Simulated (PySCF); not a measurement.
# Assigning NMR signals

Atoms are numbered as in `[SiH3:1][SiH2:2][O:3][SiH2:4][N:5]([SiH3:6])[SiH3:7]` (H(Xn): hydrogen on atom n).

[PySCF: NMR shieldings at HF/pcSseg-1/GIAO; PBE0-D3(BJ)/def2-SVP geometry; one conformer; rapidly exchanging positions averaged; no solvent; no relativistic terms]

References, each an isolated molecule treated in the same way: ¹H (σref 31.69) vs TMS.

Assign these signals to the numbered atoms. ¹H NMR (300 MHz, computed): δ 4.81 (q, 2H), 4.30 (s, 6H), 4.27 (s, 2H), 3.32 (t, 3H).

Results:


4.81 → H(Si2), hydrogen on a silicon bonded to O, Si
4.30 → H(Si6)/H(Si7), hydrogen on a silicon bonded to N
4.27 → H(Si4), hydrogen on a silicon bonded to N, O
3.32 → H(Si1), hydrogen on a silicon bonded to Si

H(Si6)/H(Si7) and H(Si4) lie closer than the usual error of such a calculation, so a measured spectrum could show them in the other order.

Multiplicities follow the n + 1 count of equivalent neighbours, as no J values were calculated; m marks all less simple cases, F and P coupling included.
